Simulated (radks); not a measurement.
Task: The mean radii <r> (bohr) of the occupied orbitals of an atom or ion are listed with their occupations. All-electron calculation, Dirac Kohn-Sham, LDA (Slater exchange, Perdew-Wang correlation), spin-unpolarised, spherical densities, finite nucleus; Fermi nuclear charge, rms radius of each element as measured or else 0.836 A^(1/3) + 0.57 fm. Program: a radial shooting solver on a logarithmic mesh with Libxc functionals.

orbital  occ.      <r>
1s1/2       2  0.05038
2s1/2       2   0.2264
2p1/2       2   0.1961
2p3/2       4   0.1995
3s1/2       2   0.6825
3p1/2       2   0.7070
3p3/2       4   0.7180
3d3/2       4   0.8929
3d5/2       6   0.9006
4s1/2       1    2.378

Name the element and its charge. Open shells, if any, are shared by 2j + 1.

Result: Z = 30, zinc, charge +1: Zn+ in [Ar] 3d10 4s1. The 1s radius gives Z: for a bare nucleus <r> = (2 gamma + 1)/(2Z) with gamma = sqrt(1 - (Z/c)^2), 0.04919 bohr for Z = 30, and screening makes it slightly larger (0.05038 here). The occupations add up to 29, and the charge is Z minus that.
